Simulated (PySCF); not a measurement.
Electronic structure of Se²⁺ (selenium, charge +2) at the UHF level

Configuration: [Ar] 3d10 4s2 4p2, high-spin 3P determinant. All numbers are calculated (PySCF 2.14, the spin-free X2C one-electron Hamiltonian (Gaussian nucleus), in x2c-QZVPPall (11s8p5d4f1g, 97 functions)).

- Total energy: -2427.068146 hartree
- One-electron energy: -3351.7325 hartree
- Hartree (Coulomb) energy: 1011.0242 hartree
- Exchange energy: -86.3599 hartree
- ⟨S²⟩: 2.0078
- ⟨L²⟩: 2.023
- Sum of ⟨r⟩: 19.84 bohr
- Sum of ⟨r²⟩: 24.09 bohr²
- Traceless quadrupole moment −½Σ⟨3z² − r²⟩ along its main axis: 1.83 e·bohr²
- Langevin diamagnetic susceptibility: -19.1 ×10⁻⁶ cm³/mol

| shell | electrons | mean orbital energy (hartree) | spread (hartree) | rms radius, mean of both spins (bohr) |
| --- | --- | --- | --- | --- |
| 1s α | 1 | -468.94936 | 0 | 0.0508 |
| 1s β | 1 | -468.93975 | 0 | 0.0508 |
| 2s α | 1 | -63.18450 | 0 | 0.212 |
| 2s β | 1 | -63.17967 | 0 | 0.212 |
| 2p α | 3 | -55.50009 | 0.00396 | 0.189 |
| 2p β | 3 | -55.48930 | 0.00846 | 0.189 |
| 3s α | 1 | -10.05930 | 0 | 0.612 |
| 3s β | 1 | -10.04219 | 0 | 0.612 |
| 3p α | 3 | -7.56676 | 0.00458 | 0.636 |
| 3p β | 3 | -7.54336 | 0.02649 | 0.636 |
| 3d α | 5 | -3.43504 | 0.01404 | 0.693 |
| 3d β | 5 | -3.42311 | 0.02590 | 0.693 |
| 4s α | 1 | -1.68353 | 0 | 1.84 |
| 4s β | 1 | -1.46436 | 0 | 1.84 |
| 4p α | 2 | -1.15592 | 0 | 2.13 |

Densities and radii are taken from the X2C orbitals without a picture-change correction, which distorts them close to the nucleus.

Spin-orbit constants ζ (cm⁻¹) from the X2C one-electron operator on these orbitals: bare nucleus, nucleus screened by l(l+1)(2l+1)/3 electrons, and screened by the Breit-Pauli mean field of the electrons.

| shell | bare | screened nucleus | mean field |
| --- | --- | --- | --- |
| 2p | 231600 | 218000 | n/a |
| 3p | 32630 | 30710 | n/a |
| 3d | 3902 | 2755 | n/a |
| 4p | 2546 | 2397 | n/a |

To first order the Landé constant is A = 1198 cm⁻¹, so the lowest level has J = 0 and lies 0.297 eV below the centre of the term. This holds in LS coupling only.
